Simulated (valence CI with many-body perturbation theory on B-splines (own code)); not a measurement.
**Ti II in brief**

Computed by relativistic CI+MBPT: three valence electrons over a frozen Dirac-Fock core [Ar], a basis of 9 s, 9 p, 10 d, 8 f, 5 g, 3 h, 1 i functions for each j, with the one-electron correlation potential Σ1 (screened to all orders), the two-electron term Σ2, the three-electron term Σ3, Breit, model QED; selected single and double excitations, second order for the rest (own B-spline code, finite nucleus).

Against 52 measured levels this calculation errs by 273 cm⁻¹ on average and by 1006 at most. These come from a selection out of the NIST Handbook of Basic Atomic Spectroscopic Data. Levels without a partner in it may be off by more, other configurations by 1,000 to 4,000 cm⁻¹.

Rates and lifetimes use the calculated energies. Strong lines usually hold to 10 to 20 %, long lifetimes can be off by a factor of two.

**Question.** What is the ground level?

**Answer.** 3d2 4s 4F_3/2, composition 98 % 3d2 4s 4F, g = 0.399.

**Question.** Where does the other parity begin?

**Answer.** At 3d2 4p 4G°_5/2, 29197 cm⁻¹.

**Question.** What are the static dipole polarisabilities of the lowest levels?

**Answer.** 3d2 4s 4F_3/2 53.3 (tensor 0.63); 3d2 4s 4F_5/2 53.3 (tensor 0.62); 3d2 4s 4F_7/2 53.2 (tensor 0.88); 3d2 4s 4F_9/2 53.2 (tensor 1.3) bohr³, of which the core gives 1.48.

**Question.** Among levels below 41320 cm⁻¹, which E1 lines absorb most strongly from the ground level?

**Answer.** to 3d2 4p 4G°_5/2 at 342.5 nm, f = 0.356; to 3d2 4p 4F°_3/2 at 328.4 nm, f = 0.231; to 3d2 4p 4D°_1/2 at 310.7 nm, f = 0.130.

**Question.** What is the ionisation energy?

**Answer.** 13.493 eV; NIST lists 13.5755 ± 0.0025 eV (measured).

**Question.** How is the term 4F of the ground level split?

**Answer.** J = 3/2 at 0.0, J = 5/2 at 93.8, J = 7/2 at 225, J = 9/2 at 392 cm⁻¹.

**Question.** Name the longest-lived excited levels whose lifetime is computed, and their main decay.

**Answer.** 3d3 4F_5/2 at 1011 cm⁻¹ lives 50800 s, mostly by M1 to 3d3 4F_3/2; 3d2 4s 4F_5/2 at 93.8 cm⁻¹ lives 27900 s, mostly by M1 to 3d2 4s 4F_3/2; 3d3 4F_7/2 at 1114 cm⁻¹ lives 20600 s, mostly by M1 to 3d3 4F_5/2. The lifetime of 3d3 4F_3/2 is too uncertain to give, and may be longer.
